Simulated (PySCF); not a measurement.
## Calculated data, BClGeH4O

Calculation on a computer-drawn molecule: optimised geometry and harmonic frequencies of an isolated molecule of the commonest isotopes, restricted reference for singlets and unrestricted otherwise, frozen core in MP2; on germanium a core potential holds 10 electrons, which the energies leave out, and 3d is frozen in MP2 and coupled-cluster steps. Program: PySCF 2.14.0.

```yaml
- formula: BClGeH4O
  start_structure:
    atoms_angstrom:
      - [Cl, -0.7822, 2.461, 0.7683]
      - [B, -0.9307, 1.3728, 2.0168]
      - [O, -0.5516, 0.1141, 1.8673]
      - [Ge, 0.232, -0.4494, 0.2968]
      - [H, -1.4488, 1.7091, 3.0041]
      - [H, 1.3997, 0.2306, 0.1153]
      - [H, 0.4165, -1.8926, 0.7315]
      - [H, -0.7936, -0.3344, -0.7501]
  given:
    charge: 0
    multiplicity: 1
    method: HF
    basis: "cc-pV(D+d)Z"
    basis_and_core_potential_on_germanium: "cc-pVDZ-PP ECP10MDF"
    drawn_bonds_atom: [1, 2, 3, 2, 4, 4, 4]
    drawn_bonds_other_atom: [2, 3, 4, 5, 6, 7, 8]
    drawn_bonds_order: [1, 1, 1, 1, 1, 1, 1]
  results:
    "total_energy [hartree]": null
    "rotational_constants [GHz]": null
```

## Withheld values
1. Give the missing total energy for BClGeH4O.
2. Give the missing rotational constants for BClGeH4O.

Answers
1. -854.8692 hartree
2. 9.428, 1.563, 1.364 GHz

Further results for BClGeH4O:

```
convergence status largest gradient component : 2.089e-05 hartree/bohr
```

Optimised structure:
```xyz
8
BClGeH4O
Cl    -0.8624     2.7194     0.8241
B     -0.9819     1.4082     2.0538
O     -0.5505     0.1866     1.7888
Ge     0.2136    -0.5538     0.3219
H     -1.4650     1.7012     3.1042
H      1.5177     0.1835     0.0515
H      0.4441    -1.9993     0.7360
H     -0.7742    -0.4346    -0.8302
```

Modes:
```tsv
frequency (cm⁻¹)	reduced mass (dalton)
102.3	15.19
105.5	1.077
195.9	2.649
454.1	5.846
578.6	9.369
692.1	1.123
709.4	1.209
792.7	4.662
914.7	1.56
941.3	1.051
950.6	1.024
955.9	1.025
1178	1.196
1435	8.719
2277	1.025
2278	1.024
2291	1.012
2778	1.097
```
